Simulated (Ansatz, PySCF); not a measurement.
Molecule: SbI$_{2}$ (charge +1, singlet). 
Geometry from a B3LYP-D3(BJ)/def2-TZVP (Ansatz, an electronic-structure program) optimisation:
```xyz
3

Sb     0.0328     0.0167     1.1047
I      0.9564    -1.8398    -0.5328
I     -0.9880     1.8237    -0.5302
```
Charge +1, spin multiplicity 1.

Total electronic energies in hartree. Valence correlation only, unless marked. No spin-orbit coupling. Frozen are the shells of the preceding noble gas and the d and f shells that filled before the atom's block. Past Kr the def2 sets carry scalar-relativistic core potentials. STO-3G rows are all-electron and non-relativistic. Basis-set limits of correlation are two-point, X^-3; Hartree-Fock from the larger set.

The T1 diagnostic of CCSD in the largest basis is 0.025, which is high, so the coupled-cluster rows are less sure than usual.

| level | program | energy (Eh) |
|---|---|---|
| HF/def2-SVPD | Ansatz | -832.35629 |
| HF/def2-TZVPP | Ansatz | -832.38633 |
| HF-D3(BJ)/def2-TZVPD | PySCF + dftd3 | -832.42720 |
| RI-HF/def2-TZVPP | Ansatz | -832.38628 |
| BLYP-D3(BJ)/def2-TZVPD | Ansatz + dftd3 | -835.33747 |
| r2SCAN/def2-TZVPD | PySCF | -835.79359 |
| r2SCAN-D3(BJ)/def2-TZVPD | Ansatz + dftd3 | -835.79490 |
| B3LYP-D4/def2-TZVPD | Ansatz + dftd4 | (withheld) |
| PBE0/STO-3G | Ansatz | (withheld) |
| PBE0-D3(BJ)/def2-TZVPD | Ansatz + dftd3 | -835.50347 |
| TPSSh/def2-TZVPD | PySCF | (withheld) |
| M06-2X/def2-TZVPD | PySCF | -835.21964 |
| HSE06-D3(BJ)/def2-TZVPD | Ansatz + dftd3 | -835.49998 |
| LC-wPBE-D4/def2-TZVPD | Ansatz + dftd4 | -835.54662 |
| B2GP-PLYP-D3(BJ)/def2-TZVPD | Ansatz + dftd3 | -834.41873 |
| B2GP-PLYP/def2-TZVPD | Ansatz | -834.40505 |
| B2PLYP-D4/def2-TZVPD | Ansatz + dftd4 | -834.64175 |
| MP2/def2-QZVPP | Ansatz | -832.80774 |
| RI-MP2/def2-QZVPPD | Ansatz | -832.80795 |
| SCS-MP2/def2-TZVPPD | Ansatz | -832.75096 |
| CCSD(T)/def2-SVP | Ansatz | -832.66323 |
| CCSD(T)/def2-QZVPP | Ansatz | -832.86276 |
| CCSD(T)/CBS(def2-TZVPP,def2-QZVPP) | Ansatz | -832.8984 |

**Question.** Fill in the missing entries.

**Answer.** 
- B3LYP-D4/def2-TZVPD, energy (Eh): -835.74504
- PBE0/STO-3G, energy (Eh): -19958.13182
- TPSSh/def2-TZVPD, energy (Eh): -835.20648
